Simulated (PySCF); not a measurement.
Compound: anthracene cation, C₁₄H₁₀ (charge +1 and doublet state).
Cartesian coordinates in Å at the PBE0-D3(BJ)/def2-SVP level; atoms count from 1:
```xyz
24
C14H10 angstrom
C     -0.5683    0.0879   -0.5240
C      0.6966    0.6793   -0.3407
C      1.8889    0.0036   -0.6802
C      3.1223    0.6136   -0.4889
C      3.1995    1.9083    0.0465
C      2.0439    2.5982    0.3904
C      0.7756    2.0056    0.2068
C     -0.4136    2.6792    0.5460
C     -1.6785    2.0877    0.3633
C     -2.8711    2.7629    0.7028
C     -4.1045    2.1535    0.5095
C     -4.1817    0.8584   -0.0250
C     -3.0255    0.1681   -0.3668
C     -1.7574    0.7612   -0.1838
H     -0.6289   -0.9213   -0.9412
H      1.8330   -1.0049   -1.0971
H      4.0381    0.0817   -0.7554
H      4.1751    2.3765    0.1934
H      2.1093    3.6063    0.8068
H     -0.3529    3.6885    0.9628
H     -2.8157    3.7715    1.1193
H     -5.0205    2.6859    0.7744
H     -5.1571    0.3902   -0.1728
H     -3.0907   -0.8402   -0.7825
```

As a line formula: anthracene cation (`[CH]1c2ccccc2[CH+]c2ccccc21`) [radical] (charge +1).

Theory: UKS B3LYP, IGLO-III on C, pcH-1 on H, non-relativistic, mean-field spin-orbit, GIAO in PySCF. Geometry: PBE0-D3(BJ)/def2-SVP; no solvent, vibrations or thermal averaging. The SCF solution wasn't tested for stability. No frequencies were computed at this geometry's level, so the symmetric structure isn't shown to be a minimum.

Largest spin populations (Mulliken): C8 (+0.28), C1 (+0.28), C10 (+0.14) and C6 (+0.14).

(1) McConnell's relation a(H) = Q·ρ ties the coupling of a proton on a planar π carbon to the spin population of that carbon. What Q do the computed values give?

## Answers

(1) 
```
  H    C    ρ(C)  a(H) (G)  a/ρ (G)
H15   C1  +0.277     -6.61    -23.9
H16   C3  +0.142     -3.38    -23.8
H19   C6  +0.142     -3.38    -23.8
H20   C8  +0.277     -6.61    -23.9
H21  C10  +0.142     -3.39    -23.8
H24  C13  +0.142     -3.38    -23.8
```

A least-squares line through the origin gives Q = -23.8 G with Mulliken populations. In McConnell's picture π spin on carbon polarises the C–H bond and leaves opposite spin at the proton, which makes Q negative, as found here.

Couplings in gauss use g_iso = 2.0025.

Hardware: Arm Neoverse V2, one thread, on a shared host. Cost: 7.8 min wall (with the writing of density and orbital grids), 1.7 GiB resident at most.
